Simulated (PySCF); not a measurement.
Compound: C₈H₁₃P.
Numbering: `[CH:1]#[C:2][CH2:3][P:4]([CH3:5])[CH:6]1[CH2:7][CH2:8][CH2:9]1` (hydrogens: H10 on C1; H11, H12 on C3; H13, H14, H15 on C5; H16 on C6; H17, H18 on C7; H19, H20 on C8; H21, H22 on C9)

Geometry (PBE0-D3(BJ)/def2-SVP, Å), atoms numbered from 1 in this order:
```xyz
22
C8H13P angstrom
C      4.3452    0.1096   -0.3972
C      3.1802   -0.1694   -0.5804
C      1.7740   -0.4763   -0.7533
P      0.6703    0.7174    0.1884
C      1.0974    0.2071    1.9112
C     -0.9242   -0.1937   -0.0279
C     -2.1927    0.4352    0.5935
C     -2.9656    0.0481   -0.6813
C     -1.6166   -0.1091   -1.4076
H      5.3810    0.3517   -0.2495
H      1.4971   -0.4018   -1.8188
H      1.5656   -1.5129   -0.4331
H      2.1328    0.5083    2.1294
H      1.0002   -0.8796    2.0682
H      0.4351    0.7307    2.6170
H     -0.8152   -1.2455    0.2915
H     -2.5399    0.0306    1.5559
H     -2.0900    1.5283    0.6916
H     -3.4810   -0.9179   -0.5672
H     -3.6834    0.7772   -1.0864
H     -1.3321    0.8122   -1.9421
H     -1.4909   -0.9615   -2.0921
```

All values: PBE0/pcSseg-1 (PySCF, non-relativistic), on one gas-phase PBE0-D3(BJ)/def2-SVP geometry that isn't relaxed in the solvent. The solvent is an IEF-PCM continuum (cavity from Bondi-type radii × 1.2). Specific hydrogen bonds and non-electrostatic terms are outside this model.

Gas phase at PBE0/pcSseg-1: HOMO -6.61 eV, LUMO 0.72 eV, dipole 1.68 D.

Problem. What does the continuum do to the energy, the frontier levels and the dipole at PBE0/pcSseg-1 in acetone and methanol?

Solution. 
```json
{"solvent": "acetone", "ε": "20.49", "E(solvent) − E(gas) (kcal/mol)": "-5.01", "polarisation term (kcal/mol)": "-5.82", "distortion of the solute (kcal/mol)": "0.81", "HOMO (eV)": "-6.71", "LUMO (eV)": "0.71", "dipole (D)": "2.46"}
{"solvent": "methanol", "ε": "32.61", "E(solvent) − E(gas) (kcal/mol)": "-5.18", "polarisation term (kcal/mol)": "-6.06", "distortion of the solute (kcal/mol)": "0.88", "HOMO (eV)": "-6.71", "LUMO (eV)": "0.71", "dipole (D)": "2.49"}
```

The polarisation term is half the interaction of the solute with the surface charges that it induces; the rest is the cost of distorting the solute's density. The sum is the electrostatic part of solvation alone. From acetone to methanol the lowering changes by a factor 1.03, Onsager's factor (ε − 1)/(2ε + 1) by 1.03 and ε itself by 1.6.

Problem. Which radius a makes the point-dipole formula ΔE = −[(ε − 1)/(2ε + 1)]·μ²/a³ give the value in methanol, with the gas-phase dipole?

Solution. μ = 0.661 au and |ΔE| = 0.00826 Eh give a = 1.55 Å; the farthest nucleus lies 5.40 Å from the centroid of the nuclei, so such a sphere wouldn't even hold the nuclei. The formula assumes a rigid point dipole at the centre of a sphere.

Problem. Give the dipole vector in the frame of the coordinates (D, pointing from negative to positive charge), gas and methanol.

Solution. Gas (-1.13, -1.16, 0.45), solvent (-1.58, -1.84, 0.57). Its length changes by +48 % and its direction by 4°.

Problem. Which Hirshfeld charges (PBE0/pcSseg-1) respond most in acetone (means over atoms taken as equivalent)?

Solution. 
```tsv
atoms	environment	gas (e)	solvent (e)	change
P4	phosphine phosphorus	+0.157	+0.130	-0.027
C1	terminal alkyne carbon	-0.130	-0.145	-0.015
C2	alkyne carbon	-0.046	-0.057	-0.011
H10	alkyne hydrogen	+0.092	+0.101	+0.009
H16	methine hydrogen	+0.032	+0.041	+0.009
H11/H12	methylene hydrogen	+0.052	+0.061	+0.009
```

Problem. Which Mayer bond orders change most in acetone?

Solution. 
```json
{"bond": "C1–C2", "length (Å)": "1.212", "gas": "2.522", "solvent": "2.489", "change": "-0.033"}
{"bond": "P4–C6", "length (Å)": "1.849", "gas": "0.929", "solvent": "0.938", "change": "+0.009"}
{"bond": "C1–H10", "length (Å)": "1.074", "gas": "1.135", "solvent": "1.144", "change": "+0.009"}
{"bond": "P4–C5", "length (Å)": "1.847", "gas": "0.987", "solvent": "0.994", "change": "+0.007"}
{"bond": "C3–H11", "length (Å)": "1.103", "gas": "0.907", "solvent": "0.901", "change": "-0.006"}
{"bond": "C5–H15", "length (Å)": "1.101", "gas": "0.957", "solvent": "0.953", "change": "-0.004"}
{"bond": "C3–P4", "length (Å)": "1.879", "gas": "0.921", "solvent": "0.924", "change": "+0.003"}
{"bond": "C3–H12", "length (Å)": "1.105", "gas": "0.903", "solvent": "0.900", "change": "-0.003"}
```
